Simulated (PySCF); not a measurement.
## `C1(=S)C[Si@@H](C)[C@H](C#N)C1`, C6H9NSSi

Molfile (atoms numbered from 1):
```
C6H9NSSi
     RDKit          3D

 18 18  0  0  0  0  0  0  0  0999 V2000
    2.1476   -0.2473    1.1678 C   0  0  0  0  0  0  0  0  0  0  0  0
    0.9580   -0.3855   -0.2984 Si  0  0  2  0  0  4  0  0  0  0  0  0
    0.3694    1.3210   -0.9468 C   0  0  0  0  0  0  0  0  0  0  0  0
   -0.9774    1.4964   -0.3463 C   0  0  0  0  0  0  0  0  0  0  0  0
   -1.5220    2.8969    0.2634 S   0  0  0  0  0  0  0  0  0  0  0  0
   -1.7509    0.2182   -0.2765 C   0  0  0  0  0  0  0  0  0  0  0  0
   -0.8214   -0.8650    0.3056 C   0  0  1  0  0  0  0  0  0  0  0  0
   -1.2174   -2.1725   -0.1072 C   0  0  0  0  0  0  0  0  0  0  0  0
   -1.5158   -3.2173   -0.4684 N   0  0  0  0  0  0  0  0  0  0  0  0
    3.1359    0.0505    0.8332 H   0  0  0  0  0  0  0  0  0  0  0  0
    1.8068    0.4914    1.8896 H   0  0  0  0  0  0  0  0  0  0  0  0
    2.2494   -1.1974    1.6839 H   0  0  0  0  0  0  0  0  0  0  0  0
    1.4206   -1.2628   -1.3758 H   0  0  0  0  0  0  0  0  0  0  0  0
    0.2636    1.2716   -2.0326 H   0  0  0  0  0  0  0  0  0  0  0  0
    1.0119    2.1701   -0.7254 H   0  0  0  0  0  0  0  0  0  0  0  0
   -2.6595    0.3389    0.3151 H   0  0  0  0  0  0  0  0  0  0  0  0
   -2.0448   -0.0701   -1.2917 H   0  0  0  0  0  0  0  0  0  0  0  0
   -0.8626   -0.8307    1.3987 H   0  0  0  0  0  0  0  0  0  0  0  0
  1  2  1  0
  2  3  1  0
  3  4  1  0
  4  5  2  0
  4  6  1  0
  6  7  1  0
  7  8  1  0
  8  9  3  0
  7  2  1  0
  1 10  1  0
  1 11  1  0
  1 12  1  0
  2 13  1  6
  3 14  1  0
  3 15  1  0
  6 16  1  0
  6 17  1  0
  7 18  1  1
M  END
```

Method: TDDFT PBE0/def2-SVPD circular dichroism and optical rotation, one conformer, gas phase (PySCF 2.14.0). Geometry: GFN2-xTB.

Problem. Draw the ECD and absorption spectra from the lowest 8 states, each a Gaussian of half-width 0.35 eV at 1/e height.

Solution. 
| E (eV) | λ (nm) | Δε (L mol⁻¹ cm⁻¹) | ε (L mol⁻¹ cm⁻¹) |
| --- | --- | --- | --- |
| 2.00 | 621 | +0.32 | 1.8 |
| 2.10 | 591 | +0.67 | 3.76 |
| 2.20 | 565 | +1.18 | 6.66 |
| 2.30 | 540 | +1.78 | 10 |
| 2.40 | 517 | +2.27 | 12.8 |
| 2.50 | 497 | +2.47 | 13.9 |
| 2.60 | 478 | +2.27 | 12.8 |
| 2.70 | 460 | +1.78 | 10 |
| 2.80 | 443 | +1.18 | 6.66 |
| 2.90 | 428 | +0.67 | 3.76 |
| 3.00 | 414 | +0.32 | 1.8 |
| 3.10 | 400 | +0.13 | 0.735 |
| 3.20 | 388 | +0.05 | 0.254 |
| 3.30 | 376 | +0.01 | 0.0747 |
| 3.40 | 365 | 0.00 | 0 |
| 3.50 | 355 | 0.00 | 0 |
| 3.60 | 345 | 0.00 | 0 |
| 3.70 | 335 | 0.00 | 0 |
| 3.80 | 327 | 0.00 | 0 |
| 3.90 | 318 | 0.00 | 0 |
| 4.00 | 310 | 0.00 | 0.0957 |
| 4.10 | 303 | 0.00 | 0.551 |
| 4.20 | 295 | 0.00 | 2.69 |
| 4.30 | 289 | +0.01 | 11.2 |
| 4.40 | 282 | +0.04 | 39.5 |
| 4.50 | 276 | +0.11 | 119 |
| 4.60 | 270 | +0.27 | 303 |
| 4.70 | 264 | +0.58 | 664 |
| 4.80 | 259 | +1.06 | 1250 |
| 4.90 | 253 | +1.62 | 2060 |
| 5.00 | 248 | +2.06 | 3040 |
| 5.10 | 243 | +2.13 | 4160 |
| 5.20 | 239 | +1.64 | 5480 |
| 5.30 | 234 | +0.63 | 7080 |
| 5.40 | 230 | -0.73 | 8840 |
| 5.50 | 226 | -2.23 | 10400 |
| 5.60 | 222 | -3.72 | 11200 |
| 5.70 | 218 | -5.00 | 11100 |
| 5.80 | 214 | -5.72 | 10400 |
| 5.90 | 210 | -5.55 | 9420 |
| 6.00 | 207 | -4.45 | 8310 |

Δε uses R in velocity form, ε uses f in length form. Only the states computed contribute, so the short-wavelength end is incomplete.
